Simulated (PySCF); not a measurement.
Compound: trifluoromethylgermane, CH3F3Ge.
SMILES with atom numbers: `[F:1][C:2]([F:3])([F:4])[GeH3:5]` (hydrogens: H6, H7, H8 on Ge5)

Geometry (PBE0-D3(BJ)/def2-SVP, Å), atoms numbered from 1 in this order:
```xyz
8
CH3F3Ge angstrom
F      1.6045   -0.2207   -1.0704
C      0.9775   -0.1077    0.1077
F      1.5212    0.9341    0.7496
F      1.2625   -1.2071    0.8177
Ge    -0.9922    0.1139   -0.1215
H     -1.2290    1.3869   -0.9412
H     -1.5102   -1.1277   -0.8560
H     -1.6078    0.2291    1.2775
```

Level of theory: core-valence-separated Tamm–Dancoff BHandHLYP/aug-pcX-1 (pcseg-1 on H, def2-SVPD on Ge) in PySCF, non-relativistic, gas phase, PBE0-D3(BJ)/def2-SVP geometry. No empirical shift is added; at this level the pattern usually sits a few eV under experiment.

The lowest roots of each edge with f over 0.003 (five at most, numbered afresh; weaker and dark ones are left out), with transition dipoles (au) in the frame of the coordinates:

```json
{"root": "1", "edge": "C", "E (eV)": "291.23", "μx": "-0.0886", "μy": "0.0112", "μz": "-0.0134"}
{"root": "2", "edge": "C", "E (eV)": "291.37", "μx": "-0.0145", "μy": "0.0017", "μz": "0.1036"}
{"root": "3", "edge": "C", "E (eV)": "291.37", "μx": "0.0126", "μy": "0.1039", "μz": "0.0001"}
{"root": "4", "edge": "C", "E (eV)": "294.00", "μx": "-0.0307", "μy": "0.0030", "μz": "-0.0034"}
{"root": "5", "edge": "C", "E (eV)": "294.20", "μx": "0.0021", "μy": "-0.0223", "μz": "-0.0393"}
{"root": "6", "edge": "F", "E (eV)": "686.91", "μx": "-0.0232", "μy": "0.0023", "μz": "0.0313"}
{"root": "7", "edge": "F", "E (eV)": "686.91", "μx": "-0.0161", "μy": "0.0338", "μz": "-0.0117"}
{"root": "8", "edge": "F", "E (eV)": "686.92", "μx": "0.0317", "μy": "0.0174", "μz": "0.0182"}
{"root": "9", "edge": "F", "E (eV)": "687.68", "μx": "0.0051", "μy": "0.0063", "μz": "-0.0206"}
{"root": "10", "edge": "F", "E (eV)": "687.68", "μx": "0.0040", "μy": "-0.0209", "μz": "-0.0052"}
```

What are the oscillator strengths?

f = (2/3) ΔE |μ|², with ΔE in hartree (27.2114 eV):

```csv
root,ΔE (Eh),|μ|² (au),f,core hole on
1,10.7026,0.008155,0.058,C2
2,10.7075,0.010946,0.078,C2
3,10.7078,0.010954,0.078,C2
4,10.8045,0.000963,0.007,C2
5,10.8116,0.002046,0.015,C2
6,25.2434,0.001523,0.026,F1/F3/F4
7,25.2437,0.001539,0.026,F1/F3/F4
8,25.2438,0.001639,0.028,F1/F3/F4
9,25.2716,0.000490,0.008,F1/F3/F4
10,25.2717,0.000480,0.008,F1/F3/F4
```

Molecules are fixed in this frame and the field points along z. What effective strengths 3 f cos²θ do the roots have (θ between field and μ)?

root 1 (C2): 0.004, root 2 (C2): 0.230, root 3 (C2): 0.000, root 4 (C2): 0.000, root 5 (C2): 0.033, root 6 (F1/F3/F4): 0.049, root 7 (F1/F3/F4): 0.007, root 8 (F1/F3/F4): 0.017, root 9 (F1/F3/F4): 0.021, root 10 (F1/F3/F4): 0.001. Root 2 is the strongest. Averaged over all orientations cos²θ is 1/3, which gives f back. For degenerate partners only the sum has meaning, as the program may mix them freely.

 Relativistic effects, spin–orbit coupling among them, are left out although an element past zinc is present.

Cost: about 28 s of CPU time on one thread; the machine was shared, so the figure is rough.
